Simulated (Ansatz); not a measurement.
`CN(C)c1ccc(-c2ccc(-c3ccc(C#N)cc3)cc2)cc1`. Total charge 0; singlet. Geometry PBE-D4/def2-SVP; atoms count from 1.

```
atom   x (Å)   y (Å)   z (Å)
  C1   5.173   1.923   3.710
  N2   4.765   0.606   3.265
  C3   5.561  -0.554   3.608
  C4   3.631   0.461   2.490
  C5   3.194  -0.819   2.043
  C6   2.049  -0.955   1.258
  C7   1.263   0.156   0.874
  C8   0.051   0.001   0.045
  C9  -0.072  -1.049  -0.896
 C10  -1.217  -1.194  -1.683
 C11  -2.305  -0.297  -1.569
 C12  -3.518  -0.448  -2.403
 C13  -4.793  -0.073  -1.915
 C14  -5.941  -0.212  -2.697
 C15  -5.849  -0.736  -4.008
 C16  -7.023  -0.880  -4.816
 N17  -7.986  -0.999  -5.478
 C18  -4.581  -1.117  -4.509
 C19  -3.442  -0.973  -3.716
 C20  -2.186   0.752  -0.628
 C21  -1.040   0.897   0.156
 C22   1.700   1.424   1.322
 C23   2.846   1.583   2.101
 H24   6.080   1.835   4.336
 H25   4.386   2.420   4.322
 H26   5.413   2.603   2.860
 H27   6.431  -0.238   4.212
 H28   4.986  -1.297   4.208
 H29   5.947  -1.081   2.705
 H30   3.749  -1.724   2.323
 H31   1.737  -1.967   0.961
 H32   0.759  -1.758  -1.027
 H33  -1.278  -2.035  -2.390
 H34  -4.888   0.311  -0.889
 H35  -6.924   0.077  -2.297
 H36  -4.502  -1.516  -5.531
 H37  -2.462  -1.247  -4.133
 H38  -3.003   1.482  -0.523
 H39  -0.993   1.717   0.888
 H40   1.142   2.325   1.024
 H41   3.141   2.597   2.399
```

Single mean-field runs in def2-TZVP are fitted with def2-universal-jkfit.

(1) Estimate the Mulliken populations of the heavy atoms from the PBE0/def2-TZVP orbitals of Ansatz.

(2) And the Mayer bond orders between bonded heavy atoms (over 0.3)?

Answers

(1) 
| atom | charge (e) |
| --- | --- |
| C1 | -0.34 |
| N2 | -0.01 |
| C3 | -0.34 |
| C4 | 0.24 |
| C5 | -0.26 |
| C6 | -0.21 |
| C7 | 0.12 |
| C8 | 0.17 |
| C9 | -0.20 |
| C10 | -0.20 |
| C11 | 0.16 |
| C12 | 0.15 |
| C13 | -0.18 |
| C14 | -0.21 |
| C15 | 0.31 |
| C16 | -0.26 |
| N17 | -0.03 |
| C18 | -0.21 |
| C19 | -0.18 |
| C20 | -0.20 |
| C21 | -0.20 |
| C22 | -0.21 |
| C23 | -0.26 |
Mulliken values and Mayer orders depend strongly on the basis.

(2) C1–N2 0.97 (1.45 Å); N2–C3 0.97 (1.45 Å); N2–C4 1.24 (1.38 Å); C4–C5 1.29 (1.42 Å); C4–C23 1.29 (1.42 Å); C5–C6 1.52 (1.39 Å); C6–C7 1.37 (1.41 Å); C7–C8 0.91 (1.48 Å); C7–C22 1.37 (1.41 Å); C8–C9 1.37 (1.42 Å); C8–C21 1.37 (1.42 Å); C9–C10 1.47 (1.40 Å); C10–C11 1.36 (1.41 Å); C11–C12 0.91 (1.48 Å); C11–C20 1.36 (1.41 Å); C12–C13 1.36 (1.42 Å); C12–C19 1.36 (1.42 Å); C13–C14 1.46 (1.40 Å); C14–C15 1.34 (1.42 Å); C15–C16 0.93 (1.43 Å); C15–C18 1.34 (1.42 Å); C16–N17 3.05 (1.17 Å); C18–C19 1.46 (1.40 Å); C20–C21 1.47 (1.40 Å); C22–C23 1.52 (1.39 Å).
